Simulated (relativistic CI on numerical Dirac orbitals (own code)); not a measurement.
## Radial parameters of Yb⁷⁺

Method of calculation: Dirac-Coulomb-Breit CI, orbitals from a KLI potential per configuration, model QED (radiative potential, 1s self-energy scaled to tabulated hydrogen-like ionisation energies), unscaled Slater integrals (own radial code, finite nucleus).

Slater integrals F^k, G^k are unscaled and averaged over j, outside the closed core [Kr]; ζ comes from projecting the Hamiltonian with its Breit term on Σ l·s of the shell.

- 4d10 4f12 5s2 5p3: F^2(4f,4f) = 145640, F^4(4f,4f) = 91826, F^6(4f,4f) = 66189, ζ(4f) = 3027.7, F^2(5p,5p) = 85032, F^2(4f,5p) = 64238, G^2(4f,5p) = 29693, G^4(4f,5p) = 23962, ζ(5p) = 43950 cm⁻¹; <r>(4f) = 0.669, <r^2>(4f) = 0.5544, <r>(5p) = 1.262, <r^2>(5p) = 1.785 (bohr units).
- 4d10 4f10 5s2 5p5: F^2(4f,4f) = 154410, F^4(4f,4f) = 97806, F^6(4f,4f) = 70635, ζ(4f) = 3358.6, F^2(4f,5p) = 64780, G^2(4f,5p) = 27946, G^4(4f,5p) = 23003, ζ(5p) = 47089 cm⁻¹; <r>(4f) = 0.6375, <r^2>(4f) = 0.4973, <r>(5p) = 1.235, <r^2>(5p) = 1.709 (bohr units).
- 4d10 4f14 5s2 5p: ζ(5p) = 41154 cm⁻¹; <r>(5p) = 1.285, <r^2>(5p) = 1.851 (bohr units).

Averages of the first 10 configurations, taken without configuration mixing, which lowers the lowest level and can move excited configurations by several eV; other configurations of the list can lie among them:

```tsv
Configuration	Parity	States	Average energy above the lowest level (eV)
4d10 4f12 5s2 5p3	odd	1820	30.8
4d10 4f10 5s2 5p5	odd	6006	13.7
4d10 4f14 5s2 5p	odd	6	64.8
4d10 4f11 5s2 5p4	odd	5460	19.9
4d10 4f13 5s2 5p2	odd	210	45.9
4d10 4f12 5s 5p4	even	2730	64.1
4d10 4f11 5s 5p5	even	4368	55.4
4d10 4f14 5p3	odd	20	127.1
4d10 4f13 5s2 5p 5d	even	840	87.3
4d10 4f14 5s 5p2	even	30	94.0
```
